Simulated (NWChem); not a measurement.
# CH$_{5}$AlFN; SMILES [CH3][Al]([NH2])[F]

```xyz
9

Al     0.0103     0.0291     0.1211
F      1.5657     0.5181     0.4906
C     -0.4053    -1.8626     0.0123
H     -1.4610    -2.0504    -0.2384
H     -0.1912    -2.3671     0.9689
H      0.2159    -2.3576    -0.7522
N     -1.1563     1.3269    -0.1464
H     -2.1342     1.1961    -0.3777
H     -0.9428     2.3164    -0.0902
```
Atoms are numbered in this order, from 1.

All runs: NWChem. Pople sets run with spherical d functions. Geometry: optimised at PBE0/def2-SVP. Atomic charges in e: unrestrained fits to the electrostatic potential beside Mulliken populations; buried atoms are poorly determined by the fit.

For level B3LYP/def2-SVP:

```
Quantity      Value
------------  -----
ESP Al1        1.05
Mulliken Al1   0.81
Mulliken F2   -0.41
ESP C3        -0.55
Mulliken C3   -0.35
ESP N7        -1.04
Mulliken N7   -0.42
```

Task: Estimate the same quantities for level Hartree-Fock/6-31G*.

Result: 
| Property | Result |
|---|---|
| ESP Al1 | 1.30 |
| Mulliken Al1 | 1.25 |
| Mulliken F2 | -0.61 |
| ESP C3 | -0.71 |
| Mulliken C3 | -0.83 |
| ESP N7 | -1.28 |
| Mulliken N7 | -1.10 |
